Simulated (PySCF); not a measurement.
sulfur trioxide cation (O3S), SMILES O=S(=O)=O (connectivity only; charge and spin as stated), charge +1, multiplicity 2. Atoms are numbered in the order given.

```xyz
4

O      1.4189     0.0000     0.0000
S      0.0000     0.0000     0.0000
O     -0.7094    -1.2288     0.0000
O     -0.7094     1.2288     0.0000
```
Charge +1, spin multiplicity 2.

Geometry optimised at PBE0-D3(BJ)/def2-TZVP. A frequency run showed that this geometry is not a minimum. The spin state was assumed, not searched.

These are PBE0/pcH-1 run with PySCF values and carry that method's errors.

Unrestricted Kohn–Sham, ⟨S²⟩ = 0.763. Hyperfine tensors hold the contact and dipolar terms, without spin-orbit corrections.

### Question
Estimate the hyperfine couplings. (Estimate from the structure and the level; the computed values follow.)

### Answer

| nucleus | A(iso) (MHz) | A(iso) (G) | dipolar principal values (MHz) |
|---|---|---|---|
| 17O no. 1 | -12.1 | -4.3 | -129.3, 61.0, 68.3 |
| 33S no. 2 | -30.7 | -10.9 | -1.8, 0.9, 0.9 |
| 17O no. 3 | -12.1 | -4.3 | -129.3, 61.0, 68.3 |
| 17O no. 4 | -12.1 | -4.3 | -129.3, 61.0, 68.3 |

### Question
And the g tensor (effective nuclear charges for spin-orbit coupling, GIAO)? (An estimate is asked for; the answer gives what the named calculation found.)

### Answer
principal values 2.0042, 2.0143, 2.0143; isotropic 2.0109.
